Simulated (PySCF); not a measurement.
Here is a job for PySCF.
```python
from pyscf import gto, scf, dft

mol = gto.Mole()
mol.atom = '''
    Si    0.01894810   -0.00753804    1.34261774
    Si   -0.01894810    0.00753804   -1.34261774
    H     0.04238232    1.42341562    1.61366679
    H    -1.22761254   -0.70825227    1.61962187
    H     1.25322158   -0.74221207    1.58441968
    H    -0.01132274   -1.42350399   -1.61410563
    H    -1.26883003    0.71535561   -1.58435019
    H     1.21216140    0.73519710   -1.61925253
'''
mol.basis = 'def2-svp'
mol.charge = 1
mol.spin = 1
mol.verbose = 4
mol.build()

mf = dft.UKS(mol)
mf.xc = 'pbe'
mf.kernel()
```

Q: Estimate the HOMO energy that PBE/def2-SVP (PySCF) returns for this input.

A: -13.12 eV

Q: Give the Mulliken (on the basis functions themselves) charges in atom order at the level PBE/def2-SVP.

A: Si1 0.29, Si2 0.29, H3 0.07, H4 0.07, H5 0.07, H6 0.07, H7 0.07, H8 0.07

Q: Estimate the nuclear repulsion energy that PBE/def2-SVP returns for this input.

A: 85.2480 Eh

Q: What is the computed number of basis functions (PBE/def2-SVP)?

A: 66

These values belong to the state on which the SCF converged, which isn't shown to be the lowest.
